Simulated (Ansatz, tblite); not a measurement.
Cost and result up the ladder for Te(SiH3)2 (Si2TeH6) (9 atoms). Charge 0, multiplicity 1. Geometry: r2SCAN-D4/def2-SVP.

Cartesian coordinates in Å:
```
Te -0.543 0.735 1.525
Si 1.655 0.632 0.316
H 1.554 1.275 -1.028
H 2.103 -0.782 0.141
H 2.635 1.373 1.160
Si -1.672 -0.610 -0.270
H -3.097 -0.753 0.144
H -1.043 -1.958 -0.400
H -1.593 0.088 -1.588
```

Ansatz on 4 threads of Intel Xeon Platinum 8259CL on a shared host; xTB runs through tblite on one thread. Times are rough, summed over both states, and most runs start from the orbitals of an earlier one. PBE0-D4/def2-TZVP serves as the yardstick here, not as an exact answer. The other state is a doublet.

In the def2 sets Te takes a core potential; there is no spin–orbit coupling. The xTB rows come from tblite.

Raw xTB energies of ions are shifted by several eV.

| level | functions | wall time |
| --- | --- | --- |
| GFN2-xTB | 33 | 0.016 s |
| GFN1-xTB | 39 | 0.017 s |
| PBE-D4/def2-TZVP | 160 | 3.4 s |
| PBE0-D4/def2-TZVP (with forces) | 160 | 5.4 s |
| r2SCAN-D4/def2-TZVP | 160 | 5.9 s |

Estimate what each level gives for the vertical IE (eV).


```
                          level  vertical IE (eV)  difference from PBE0-D4/def2-TZVP (eV)
                       GFN2-xTB             12.27                                    3.83
                       GFN1-xTB             13.82                                    5.38
               PBE-D4/def2-TZVP              8.36                                   -0.08
PBE0-D4/def2-TZVP (with forces)              8.44                                    0.00
            r2SCAN-D4/def2-TZVP              8.40                                   -0.04
```
